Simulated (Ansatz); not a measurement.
Cost and result up the ladder for Ge₂₃H₃₂, a nanocrystal cut from cubic germanium (55 atoms). Charge 0, multiplicity 1. Geometry: PBE-D4/def2-SVP.

Cartesian coordinates in Å:
```
Ge 2.2576 -3.6979 2.2588
Ge 4.2815 1.2339 -1.8557
Ge 0.3572 0.9835 -4.0223
Ge -1.4138 -4.0101 0.5230
Ge -2.2446 -1.6628 -2.5901
Ge 1.3162 -1.3728 -0.8459
Ge 1.6737 0.2992 2.7593
Ge 0.6946 2.5553 -0.3325
Ge -1.9875 -0.0607 1.0668
Ge -2.8787 2.2291 -2.1937
Ge -2.4330 3.8968 1.9520
Ge 3.7332 -0.9904 -1.0031
Ge 0.9722 -3.5801 0.1753
Ge 1.6790 -1.9047 3.8202
Ge 0.1388 -1.2297 -2.9915
Ge 3.0922 2.9886 -0.6321
Ge -0.4880 2.6835 -2.4733
Ge -2.5565 -3.8980 -1.6391
Ge -2.3964 -2.3030 1.9751
Ge -3.1489 0.0591 -1.0901
Ge 0.4004 0.3293 0.6657
Ge -0.1163 4.2462 1.2504
Ge -2.7943 1.5928 2.6863
H 2.0190 -5.0755 2.9474
H 3.7737 -3.5997 1.9165
H 5.8166 1.4739 -1.7326
H 3.9140 1.3047 -3.3637
H -0.5028 1.0145 -5.3232
H 1.8333 1.2739 -4.4192
H -1.6031 -5.4260 1.1559
H -2.9974 -1.5596 -3.9565
H 3.1393 0.7140 2.4332
H 1.0946 1.3636 3.7384
H -3.5434 2.1566 -3.6035
H -3.5817 3.3633 -1.3918
H -3.3915 4.2179 0.7736
H -2.7756 4.8710 3.1182
H 4.3944 -2.0942 -1.8816
H 4.3120 -1.1332 0.4367
H 1.5224 -4.6656 -0.8058
H 2.7000 -1.9091 4.9982
H 0.2702 -2.1754 4.4197
H 0.7020 -2.3226 -3.9558
H 3.2762 4.3542 -1.3607
H 3.7286 3.1266 0.7833
H -0.2850 4.1065 -3.0846
H -1.9808 -4.9717 -2.6088
H -4.0780 -4.1797 -1.4572
H -3.9385 -2.5221 2.0575
H -1.8270 -2.4068 3.4203
H -4.6661 -0.2319 -0.8539
H 0.7971 4.1789 2.5105
H 0.0485 5.6651 0.6287
H -2.0073 1.3581 4.0105
H -4.3025 1.3431 2.9866
```

Ansatz on 11 threads of AMD EPYC 7R13 on a shared host and a whole NVIDIA H100 80GB HBM3. Times are rough, and most runs start from the orbitals of an earlier one. No level here is sound enough to serve as a yardstick. Binding counts from free atoms at the same level (Ge triplet, H doublet; other spins of the atoms weren't run), without zero-point energy or a counterpoise term.

The 6-31G sets use Cartesian d functions. B3LYP takes the VWN-RPA correlation. Correlated methods freeze 207 core orbitals; core or outer-core shells of Ge are correlated, in sets that lack core-valence functions. The rows differ in basis, and correlated rows in double-zeta sets carry the largest basis error. Single mean-field runs in 6-31G, def2-SVP, def2-TZVP are fitted with def2-universal-jkfit.

Correlated methods converge slowly with the basis, most of all in double-zeta sets.

```tsv
level	functions	wall time	binding energy per atom (eV)
PBE-D4/def2-SVP	896	4.9 s	2.92
HF/6-31G	731	6 s	1.90
r2SCAN-D4/def2-SVP (with forces)	896	6.5 s	2.94
B3LYP-D4/6-31G	731	6.5 s	2.85
PBE-D4/def2-TZVP	1296	7.5 s	2.91
r2SCANh-D4/def2-SVP	896	10 s	2.94
PBE0-D4/def2-SVP (with forces)	896	16 s	2.92
PBE0-D4/def2-TZVP	1296	17 s	2.92
MP2/def2-SVP	896	21 s	2.74
```
